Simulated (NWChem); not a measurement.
System: CH5BOSe; SMILES B(OC)[SeH]

Input file for NWChem:

```
start job
memory heap 200 mb stack 900 mb global 1100 mb
geometry units angstroms noautosym nocenter noautoz
  B     -0.540189    -0.550591     0.000000
  H     -1.733408    -0.800978     0.000000
  O      0.402271    -1.521303     0.000000
  C      0.077079    -2.903215     0.000000
  H      0.516533    -3.381665    -0.899473
  H      0.516533    -3.381665     0.899473
  H     -1.021872    -3.067378     0.000000
  Se     0.098544     1.298518     0.000000
  H     -1.271925     1.861914     0.000000
end
basis spherical
  * library 6-31g*
end
dft
  xc xpbe96 cpbe96
  iterations 150
end
property
  efieldgrad
end
task dft property
```

NWChem printed, in part:

```
             Northwest Computational Chemistry Package (NWChem) 7.3.0
             --------------------------------------------------------

                             Geometry "geometry" -> ""
                             -------------------------

 Output coordinates in angstroms (scale by  1.889725989 to convert to a.u.)

  No.       Tag          Charge          X              Y              Z
 ---- ---------------- ---------- -------------- -------------- --------------
    1 B                    5.0000    -0.54018900    -0.55059100     0.00000000
    2 H                    1.0000    -1.73340800    -0.80097800     0.00000000
    3 O                    8.0000     0.40227100    -1.52130300     0.00000000
    4 C                    6.0000     0.07707900    -2.90321500     0.00000000
    5 H                    1.0000     0.51653300    -3.38166500    -0.89947300
    6 H                    1.0000     0.51653300    -3.38166500     0.89947300
    7 H                    1.0000    -1.02187200    -3.06737800     0.00000000
    8 Se                  34.0000     0.09854400     1.29851800     0.00000000
    9 H                    1.0000    -1.27192500     1.86191400     0.00000000

 Effective nuclear repulsion energy (a.u.)     219.8979982739

  pbe96 is a nonlocal functional; adding pw91lda local functional.
                              NWChem Property Module
                              ----------------------

  itol2e modified to match energy
  convergence criterion.

                                 NWChem DFT Module
                                 -----------------

 Summary of "ao basis" -> "ao basis" (spherical)
 ------------------------------------------------------------------------------
       Tag                 Description            Shells   Functions and Types
 ---------------- ------------------------------  ------  ---------------------
 B                           6-31g*                  6       14   3s2p1d
 H                           6-31g*                  2        2   2s
 O                           6-31g*                  6       14   3s2p1d
 C                           6-31g*                  6       14   3s2p1d
 Se                          6-31g*                 12       32   5s4p3d

  itol2e modified to match energy
  convergence criterion.

            General Information
            -------------------
          SCF calculation type: DFT
          Wavefunction type:  closed shell.
          No. of atoms     :     9
          No. of electrons :    58
           Alpha electrons :    29
            Beta electrons :    29
          Charge           :     0
          Spin multiplicity:     1
          Use of symmetry is: off; symmetry adaption is: off
          Maximum number of iterations: 150
          AO basis - number of functions:    84
                     number of shells:    40
          Convergence on energy requested:  1.00D-07
          Convergence on density requested:  1.00D-05
          Convergence on gradient requested:  5.00D-04

              XC Information
              --------------
          PerdewBurkeErnzerhof Exchange Functional  1.000
            Perdew 1991 LDA Correlation Functional  1.000 local
           PerdewBurkeErnz. Correlation Functional  1.000 non-local

             Grid Information
             ----------------
          Grid used for XC integration:  fine
          Radial quadrature: Mura-Knowles
          Angular quadrature: Lebedev.
          Tag              B.-S. Rad. Rad. Pts. Rad. Cut. Ang. Pts.
          ---              ---------- --------- --------- ---------
          B                   0.85       70           9.0       590
          H                   0.35       60          13.0       590
          O                   0.60       70          10.0       590
          C                   0.70       70          12.0       590
          Se                  1.15      140          12.0       974
          Grid pruning is: on
          Number of quadrature shells:   650
          Spatial weights used:  Erf1

      Superposition of Atomic Density Guess
      -------------------------------------

 Sum of atomic energies:       -2538.93720084

      Non-variational initial energy
      ------------------------------

 Total energy =   -2540.620188
 1-e energy   =   -3968.647363
 2-e energy   =    1208.129177
 HOMO         =      -0.301938
 LUMO         =       0.059251

   convergence    iter        energy       DeltaE   RMS-Dens  Diis-err
 ---------------- ----- ----------------- --------- --------- ---------
 d= 0,ls=0.0,diis     1  -2541.8652040267 -2.76D+03  1.57D-02  6.74D-01
 d= 0,ls=0.0,diis     2  -2541.7440733837  1.21D-01  1.04D-02  1.90D+00
 d= 0,ls=0.0,diis     3  -2541.9366212722 -1.93D-01  3.29D-03  1.20D-01
 d= 0,ls=0.0,diis     4  -2541.9441381296 -7.52D-03  2.09D-03  3.07D-02
 d= 0,ls=0.0,diis     5  -2541.9479330225 -3.79D-03  6.02D-04  1.43D-03
  Resetting Diis
 d= 0,ls=0.0,diis     6  -2541.9481860325 -2.53D-04  1.13D-04  1.36D-04
 d= 0,ls=0.0,diis     7  -2541.9482054849 -1.95D-05  6.19D-05  6.13D-06
 d= 0,ls=0.0,diis     8  -2541.9482042176  1.27D-06  3.50D-05  1.66D-05
 d= 0,ls=0.0,diis     9  -2541.9482063850 -2.17D-06  6.90D-06  7.32D-07
 d= 0,ls=0.0,diis    10  -2541.9482064535 -6.85D-08  1.69D-06  5.27D-08

         Total DFT energy =    -2541.948206453489
      One electron energy =    -3971.691785844524
           Coulomb energy =     1316.364392004939
    Exchange-Corr. energy =     -106.518810887802
 Nuclear repulsion energy =      219.897998273898

 Numeric. integr. density =       57.999997068301

                       DFT Final Molecular Orbital Analysis
                       ------------------------------------

 Vector   27  Occ=2.000000D+00  E=-2.889547D-01
              MO Center=  2.1D-01, -1.7D+00,  3.1D-09, r^2= 2.5D+00
   Bfn.  Coefficient  Atom+Function         Bfn.  Coefficient  Atom+Function
  ----- ------------  ---------------      ----- ------------  ---------------
    21      0.460159  3 O  pz                25      0.319004  3 O  pz
    35     -0.239027  4 C  pz                 5      0.223689  1 B  pz
    46      0.169282  5 H  s                 48     -0.169282  6 H  s
    63      0.168036  8 Se pz                45      0.159364  5 H  s
    47     -0.159364  6 H  s                  9      0.127217  1 B  pz

[...]

          -----------------------
          Electric field gradient
          -----------------------

 1 a.u. = 0.324123 10**(16) esu/cm**3  ( or statvolts/cm**2 ) = 0.97174 10**(22) v/m**2

 ------------------------------------------------------------
   Atom      X         Y         Z
 ------------------------------------------------------------
    1 B   -1.02081  -1.04047   0.00000
 ------------------------------------------------------------

 Electric field gradient in molecular frame (a.u.)
         XX             YY             ZZ             XY             XZ             YZ
 ------------------------------------------------------------------------------------------
        0.182747       0.087712      -0.270459       0.006562       0.000000       0.000000

 Principal components (a.u.) and orientation
 of principal axis w.r.t. absolute frame                      Asymmetry parameter eta
 --------------------------------------------------------------------------------------
       -0.270459       0.183198       0.087262                       0.354716

       -0.000000       0.997647      -0.068560
       -0.000000       0.068560       0.997647
        1.000000       0.000000       0.000000

 ------------------------------------------------------------
   Atom      X         Y         Z
 ------------------------------------------------------------
    2 H   -3.27567  -1.51363   0.00000
 ------------------------------------------------------------

 Electric field gradient in molecular frame (a.u.)
         XX             YY             ZZ             XY             XZ             YZ
 ------------------------------------------------------------------------------------------
       -0.173683       0.079691       0.093992      -0.053395      -0.000000      -0.000000

 Principal components (a.u.) and orientation
 of principal axis w.r.t. absolute frame                      Asymmetry parameter eta
 --------------------------------------------------------------------------------------
       -0.184475       0.093992       0.090484                       0.019017

        0.980178       0.000000      -0.198118
        0.198118      -0.000000       0.980178
        0.000000       1.000000       0.000000

 ------------------------------------------------------------
   Atom      X         Y         Z
 ------------------------------------------------------------
    3 O    0.76018  -2.87485   0.00000
 ------------------------------------------------------------

 Electric field gradient in molecular frame (a.u.)
         XX             YY             ZZ             XY             XZ             YZ
 ------------------------------------------------------------------------------------------
        0.797934      -1.396910       0.598976       0.062185      -0.000000      -0.000000

 Principal components (a.u.) and orientation
 of principal axis w.r.t. absolute frame                      Asymmetry parameter eta
 --------------------------------------------------------------------------------------
       -1.398670       0.799695       0.598976                       0.143507

       -0.028298       0.999600       0.000000
        0.999600       0.028298       0.000000
        0.000000      -0.000000       1.000000

 ------------------------------------------------------------
   Atom      X         Y         Z
 ------------------------------------------------------------
    4 C    0.14566  -5.48628   0.00000
 ------------------------------------------------------------

 Electric field gradient in molecular frame (a.u.)
         XX             YY             ZZ             XY             XZ             YZ
 ------------------------------------------------------------------------------------------
        0.161860      -0.351354       0.189493      -0.131059      -0.000000       0.000000

 Principal components (a.u.) and orientation
 of principal axis w.r.t. absolute frame                      Asymmetry parameter eta
 --------------------------------------------------------------------------------------
       -0.382885       0.193391       0.189493                       0.010181

        0.233913       0.972257       0.000000
        0.972257      -0.233913      -0.000000
       -0.000000      -0.000000       1.000000

 ------------------------------------------------------------
   Atom      X         Y         Z
 ------------------------------------------------------------
    5 H    0.97611  -6.39042  -1.69976
 ------------------------------------------------------------

 Electric field gradient in molecular frame (a.u.)
         XX             YY             ZZ             XY             XZ             YZ
 ------------------------------------------------------------------------------------------
        0.074649       0.049448      -0.124097       0.062507       0.128862      -0.136067

 Principal components (a.u.) and orientation
 of principal axis w.r.t. absolute frame                      Asymmetry parameter eta
 --------------------------------------------------------------------------------------
       -0.259892       0.138757       0.121135                       0.067806

       -0.393272       0.840361       0.373002
        0.435614      -0.186961       0.880503
        0.809677       0.508763      -0.292546

 ------------------------------------------------------------
   Atom      X         Y         Z
 ------------------------------------------------------------
    6 H    0.97611  -6.39042   1.69976
 ------------------------------------------------------------

 Electric field gradient in molecular frame (a.u.)
         XX             YY             ZZ             XY             XZ             YZ
 ------------------------------------------------------------------------------------------
        0.074649       0.049448      -0.124097       0.062507      -0.128862       0.136067

 Principal components (a.u.) and orientation
 of principal axis w.r.t. absolute frame                      Asymmetry parameter eta
 --------------------------------------------------------------------------------------
       -0.259892       0.138757       0.121135                       0.067806

        0.393272       0.840361       0.373002
       -0.435614      -0.186961       0.880503
        0.809677      -0.508763       0.292546

 ------------------------------------------------------------
   Atom      X         Y         Z
 ------------------------------------------------------------
    7 H   -1.93106  -5.79650   0.00000
 ------------------------------------------------------------

 Electric field gradient in molecular frame (a.u.)
         XX             YY             ZZ             XY             XZ             YZ
 ------------------------------------------------------------------------------------------
       -0.246277       0.108442       0.137836      -0.056043       0.000000       0.000000

 Principal components (a.u.) and orientation
 of principal axis w.r.t. absolute frame                      Asymmetry parameter eta
 --------------------------------------------------------------------------------------
       -0.254921       0.137836       0.117085                       0.081399

        0.988314       0.000000      -0.152431
        0.152431       0.000000       0.988314
       -0.000000       1.000000      -0.000000

 ------------------------------------------------------------
   Atom      X         Y         Z
 ------------------------------------------------------------
    8 Se   0.18622   2.45384   0.00000
 ------------------------------------------------------------

 Electric field gradient in molecular frame (a.u.)
         XX             YY             ZZ             XY             XZ             YZ
 ------------------------------------------------------------------------------------------
       -1.753004      -1.387938       3.140942       1.712191       0.000000       0.000000

 Principal components (a.u.) and orientation
 of principal axis w.r.t. absolute frame                      Asymmetry parameter eta
 --------------------------------------------------------------------------------------
       -3.292364       3.140942       0.151422                       0.908016

        0.743642       0.000000       0.668578
       -0.668578       0.000000       0.743642
       -0.000000       1.000000      -0.000000

 ------------------------------------------------------------
   Atom      X         Y         Z
 ------------------------------------------------------------
    9 H   -2.40359   3.51851   0.00000
 ------------------------------------------------------------

 Electric field gradient in molecular frame (a.u.)
         XX             YY             ZZ             XY             XZ             YZ
 ------------------------------------------------------------------------------------------
       -0.148274       0.045776       0.102498       0.098509      -0.000000       0.000000

 Principal components (a.u.) and orientation
 of principal axis w.r.t. absolute frame                      Asymmetry parameter eta
 --------------------------------------------------------------------------------------
       -0.189516       0.102498       0.087018                       0.081684

        0.922421      -0.000000       0.386186
       -0.386186       0.000000       0.922421
        0.000000       1.000000      -0.000000
```

Level: PBE/6-31G* (spherical d). The geometry was optimised at PBE-D3(BJ)/def2-SVP. NWChem prints the field gradient with the sign opposite to the second derivative of the potential.
